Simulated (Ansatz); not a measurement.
Abridged output of a molecular run in Ansatz:

```
Functional definition: HF
1378 factors; integrals over basis functions are off by at most 9.0e-4 eV
mean field evaluation 1: about -84579.4568 eV, gradient 3.4e1 eV
mean field evaluation 2: about -84579.7148 eV, gradient 3.4e1 eV
mean field evaluation 4: about -84582.4270 eV, gradient 3.9e0 eV
mean field evaluation 8: about -84582.5061 eV, gradient 5.5e-1 eV
mean field evaluation 16: about -84582.5089 eV, gradient 4.4e-6 eV
mean field -84582.50892092 eV, -3108.3498707600 hartree, gradient 4.4e-6 eV, S^2 0.000000; 0 other end points of the search recorded, 0 dependent functions left out
21 core orbitals not correlated: weight in the atoms' cores, before any rotation towards them, 1.000 or more for the frozen orbitals, at most 0.000 for the correlated occupied ones
reference -84582.50892092 eV, -3108.3498707600 hartree; 20, 20 occupied and 181, 181 virtual orbitals, 1378 factors
second order -27.32665010 eV of doubles, -0.00000000 eV of singles
cycle   1  -27.42011504 eV  change   -9.3e-2 eV  update   1.3e-1
cycle   2  -28.19562298 eV  change   -7.8e-1 eV  update   4.2e-2
cycle   3  -28.37546414 eV  change   -1.8e-1 eV  update   2.3e-2
cycle   4  -28.35171618 eV  change    2.4e-2 eV  update   6.4e-3
cycle   5  -28.34799078 eV  change    3.7e-3 eV  update   3.4e-3
cycle   6  -28.34981676 eV  change   -1.8e-3 eV  update   1.1e-3
cycle   7  -28.34953468 eV  change    2.8e-4 eV  update   6.8e-4
cycle   8  -28.34930348 eV  change    2.3e-4 eV  update   2.6e-4
cycle   9  -28.34940877 eV  change   -1.1e-4 eV  update   1.4e-4
cycle  10  -28.34938844 eV  change    2.0e-5 eV  update   4.9e-5
perturbative correction -1.27028266 eV, -0.0466820267 hartree
Total energy: -84612.12859202 eV, -3109.4383735960 hartree
```

Its atoms:

Z-matrix (Å, degrees):
```
C
O 1 1.199
Cl 1 1.712 2 121.9
H 1 1.095 2 123.8 3 -180.0
Ge 2 2.232 1 124.3 3 -174.3
Cl 5 2.248 2 90.8 1 -11.1
H 5 1.595 2 83.6 1 -104.9
```

Question: Which basis set was used?
A. def2-SVP
B. cc-pV(Q+d)Z
C. def2-TZVPP
D. def2-SVPD

Answer: C. It gives 222 functions.

Question: Write the keys of the input that set method, charge and spin (a neutral closed shell needs none for the last two).

Answer: 
```yaml
correlation: {method: ccsd_t}
```
